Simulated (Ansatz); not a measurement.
`BOC(=N)Cl` and `C#CC(=N)Cl` differ in one atom or group.

Ansatz, PBE0-D4/def2-TZVP geometries, multiplicity 1. Each molecule was computed in one conformer, which needn't be the lowest.

```tsv
property	`BOC(=N)Cl`
LUMO energy (ωB97M-V/def2-TZVPP) / eV	0.38
HOMO energy (PBE0/def2-TZVPP) / eV	-8.76
HOMO energy (ωB97M-V/def2-TZVPP) / eV	-11.09
zero-point energy (PBE0-D4/def2-TZVP) / kJ/mol	127.0
LUMO energy (B3LYP/def2-TZVPP) / eV	-1.82
HOMO–LUMO gap (PBE/def2-TZVPP) / eV	4.59
```

Q: Give the same properties after the change, and the shifts. (Estimate.)

A: Ansatz gave: 
| property | `C#CC(=N)Cl` | shift |
| --- | --- | --- |
| LUMO energy (ωB97M-V/def2-TZVPP) / eV | 0.39 | 0.01 |
| HOMO energy (PBE0/def2-TZVPP) / eV | -8.49 | 0.27 |
| HOMO energy (ωB97M-V/def2-TZVPP) / eV | -10.66 | 0.43 |
| zero-point energy (PBE0-D4/def2-TZVP) / kJ/mol | 108.4 | -18.6 |
| LUMO energy (B3LYP/def2-TZVPP) / eV | -2.01 | -0.19 |
| HOMO–LUMO gap (PBE/def2-TZVPP) / eV | 4.28 | -0.31 |

With PBE0 the HOMO rises by 0.27 eV and the LUMO falls by 0.22 eV, so the gap narrows by about 0.49 eV. PBE moves the HOMO by 0.15 eV and ωB97M-V by 0.43 eV. The zero-point energy changes by -18.6 kJ/mol with -3 modes.

B3LYP here is the variant with VWN-RPA as its local correlation; programs differ in this.
